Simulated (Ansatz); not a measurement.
In₂N₃⁻ (the lowest singlet isomer of a short search). The state is a singlet with charge -1. Geometry PBE0-D4/def2-SVPD, basis def2-TZVPD, Ansatz.

```xyz
5

In   -0.307   -0.216    1.537
In   -0.266    0.345   -3.024
N     1.248    0.249   -1.150
N    -0.819   -0.476    3.349
N     0.145    0.098   -0.713
```

```csv
run,HOMO (eV),LUMO (eV)
A,-0.16,0.93
B,-0.87,1.48
C,-1.73,2.13
D,-0.78,1.37
E,0.00,0.75
```

In the def2 sets In takes a core potential; there is no spin–orbit coupling. At PBE0-D4/def2-TZVPD a quintet of charge -1 lies 1.49 eV below the restricted singlet, each at its own geometry. The structure comes from a short search, and lower isomers may exist.

Q: The runs used CAM-B3LYP, PBE, PBE0, r2SCAN, r2SCAN0. Estimate which is which.

A: A r2SCAN (0 % exact exchange); B r2SCAN0 (25 % exact exchange); C CAM-B3LYP (range-separated); D PBE0 (25 % exact exchange); E PBE (0 % exact exchange). Exact exchange lowers occupied and raises empty levels; among semilocal functionals meta-GGAs tend to open the gap a little, and such runs are hard to tell apart. The gap grows from 0.75 eV (PBE) to 3.86 eV (CAM-B3LYP).
